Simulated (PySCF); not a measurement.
Mean polarisability (bohr³) of eight halogen compounds: PBE beside HF, computed with PySCF for isolated molecules in the bases named; differences from unrounded values. The eight are the first of their class met in an unordered collection, after screening for sound electronic states; none was chosen by its value. Each molecule has one DFT geometry for both levels.

| molecule | basis | HF |
|---|---|---|
| 1-bromobuta-1,2-diene (C₄H₅Br), SMILES C(=C=CBr)C | def2-TZVP | 71.4 |
| 2-chloro-3,3-difluoroprop-1-ene (C3H3ClF2), SMILES C=C(Cl)C(F)F | def2-TZVP | 46.9 |
| C₄H₆F₂, SMILES C[C@@H](F)/C=C\F | def2-TZVP | 47.4 |
| 1-chloro-2-fluorocyclobutene (C₄H₄ClF), SMILES FC1=C(Cl)CC1 | def2-TZVP | 54.9 |
| 1,1-dichloro-1-fluoropropane (C3H5Cl2F), SMILES C(Cl)(Cl)(F)CC | def2-TZVP | 58.2 |
| 1-chlorobuta-1,2-diene (C4H5Cl), SMILES C(C)=C=CCl | def2-TZVP | 63.8 |
| 1-fluoro-1-methylcyclopropane (C4H7F), SMILES CC1(F)CC1 | def2-TZVP | 45.6 |
| SeCl4, SMILES Cl[Se](Cl)(Cl)Cl | def2-TZVP | 91.5 |

Question: Estimate the PBE values and say how PBE differs from HF over the set. (An estimate is asked for; the answer gives what the named calculation found.)

Answer: 
```
molecule                                                          PBE  difference
---------------------------------------------------------------  ----  ----------
1-bromobuta-1,2-diene (C₄H₅Br), SMILES C(=C=CBr)C                75.4         4.0
2-chloro-3,3-difluoroprop-1-ene (C3H3ClF2), SMILES C=C(Cl)C(F)F  50.6         3.6
C₄H₆F₂, SMILES C[C@@H](F)/C=C\F                                  51.4         4.0
1-chloro-2-fluorocyclobutene (C₄H₄ClF), SMILES FC1=C(Cl)CC1      59.5         4.6
1,1-dichloro-1-fluoropropane (C3H5Cl2F), SMILES C(Cl)(Cl)(F)CC   63.6         5.4
1-chlorobuta-1,2-diene (C4H5Cl), SMILES C(C)=C=CCl               67.0         3.2
1-fluoro-1-methylcyclopropane (C4H7F), SMILES CC1(F)CC1          49.6         4.0
SeCl4, SMILES Cl[Se](Cl)(Cl)Cl                                   94.6         3.0
```
PBE lies below HF in 0 and above it in 8 of the eight; the mean signed difference is 4.0 and the largest 5.4 bohr³.
